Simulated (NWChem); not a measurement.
# CH$_{3}$FO$_{3}$Si; SMILES O=C[Si](O)(O)F

```xyz
9

O     -0.0376    -2.2961    -0.0364
C     -0.5392    -1.3375    -0.6063
Si    -0.0013     0.3943     0.0040
O      0.5987     1.2982    -1.2291
O      1.1223     0.1057     1.1650
F     -1.2865     1.1387     0.6151
H     -1.2629    -1.5092    -1.4342
H      1.4366     1.7524    -1.0590
H      1.1901    -0.8489     1.3441
```
Atoms are numbered in this order, from 1.

Results from NWChem. Medium grid unless said otherwise, to which SCAN and Minnesota functionals are sensitive. The geometry was optimised at B3LYP/6-31G* (spherical d). B3LYP is NWChem's, with the RPA form of VWN correlation. Total energies of different functionals are on different scales.

```csv
level,energy (Ha),highest occupied level (eV),orbital gap (eV),dipole (D)
PBE/def2-TZVP,-654.7199,-6.14,2.87,1.34
B3LYP/def2-TZVP,-655.2683,-7.51,5.13,1.38
PW6B95/def2-TZVP,-655.9056,-7.88,5.85,1.39
TPSSh/def2-TZVP,-655.2496,-6.87,4.26,1.37
r2SCAN/def2-TZVP,-655.0518,-6.43,3.35,1.37
```
